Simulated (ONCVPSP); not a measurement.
**An all-electron radial function and its pseudo partner (chromium (Cr))**

Columns: radius, all-electron u(r) and pseudo u(r) of the 3s shell (level -73.77 eV) of chromium in the configuration [Ne] 3s2 3p6 3d5 4s1; PBEsol, scalar-relativistic, ONCV scheme, ONCVPSP 4.0.1.

| r (bohr) | all-electron | pseudo |
| --- | --- | --- |
| 0.078 | 0.0486 | 0.1451 |
| 0.155 | -0.5296 | 0.2886 |
| 0.232 | -0.5821 | 0.4316 |
| 0.310 | -0.2734 | 0.5736 |
| 0.388 | 0.1513 | 0.7085 |
| 0.465 | 0.5401 | 0.8293 |
| 0.542 | 0.8393 | 0.9317 |
| 0.620 | 1.0383 | 1.0110 |
| 0.698 | 1.1430 | 1.0613 |
| 0.775 | 1.1737 | 1.0808 |
| 0.852 | 1.1522 | 1.0712 |
| 0.930 | 1.0945 | 1.0346 |
| 1.008 | 1.0153 | 0.9764 |
| 1.085 | 0.9262 | 0.9037 |
| 1.162 | 0.8335 | 0.8222 |
| 1.240 | 0.7410 | 0.7361 |
| 1.318 | 0.6530 | 0.6513 |
| 1.395 | 0.5723 | 0.5718 |
| 1.472 | 0.4988 | 0.4986 |
| 1.550 | 0.4318 | 0.4316 |
| 1.628 | 0.3723 | 0.3722 |
| 1.705 | 0.3205 | 0.3204 |
| 1.782 | 0.2752 | 0.2751 |
| 1.860 | 0.2352 | 0.2351 |
| 1.938 | 0.2006 | 0.2005 |
| 2.015 | 0.1711 | 0.1710 |

Question: How many radial nodes do the two functions have?

Answer: The all-electron 3s function has n − l − 1 = 2; the pseudo-wave has 0, since the states of the same l below it are removed with the core.

Question: At about which radius was the pseudo-wave matched?

Answer: 1.55 bohr. The columns agree to 0.0005 from 1.47 bohr on; several derivatives are matched, so the curves merge somewhat inside the radius.

Question: Where does each function peak?

Answer: Outermost all-electron maximum near 0.78 bohr, pseudo maximum near 0.78 bohr (to the table’s step).

Question: Is the pseudo-wave norm-conserving?

Answer: Yes: the ONCV scheme keeps the norm inside the radius equal to the all-electron one, which fixes the energy derivative of the logarithmic derivative at the level.
